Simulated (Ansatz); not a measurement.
Molecule: ZrH₃, charge 0, multiplicity 2. The spin state was set by rule; other spins were not relaxed. 
Coordinates optimised at B3LYP-D3(BJ)/def2-TZVP (Ansatz, a first-principles code):
SMILES: [ZrH3]
```xyz
4

Zr     0.0201     0.0028    -0.0084
H      0.4733    -0.5595     1.7076
H     -0.6404     1.7340    -0.1901
H     -0.6363    -1.2860    -1.1809
```
Charge 0, spin multiplicity 2.

Computed values are from Ansatz. Correlated levels leave the core frozen unless marked. Open shells are spin-unrestricted. No spin-orbit coupling. Frozen are the shells of the preceding noble gas and the d and f shells that filled before the atom's block. In def2 rows, elements after Kr have scalar-relativistic effective core potentials. CBS(X,Y): correlation extrapolated as X^-3; Hartree-Fock from the larger set.

```yaml
atomisation energy De: 873.8 kJ/mol at CCSD(T)/CBS(def2-TZVPPD,def2-QZVPPD)
vertical ionisation energy (to the singlet): 7.49 eV at CCSD(T)/CBS(def2-TZVPPD,def2-QZVPPD)
total_energy: -48.3411 Eh at CCSD(T)/CBS(def2-TZVPPD,def2-QZVPPD)
dipole_moment: 1.36 D at CCSD(T)/def2-SVPD
T1 diagnostic: 0.022 at CCSD/def2-QZVPPD
```
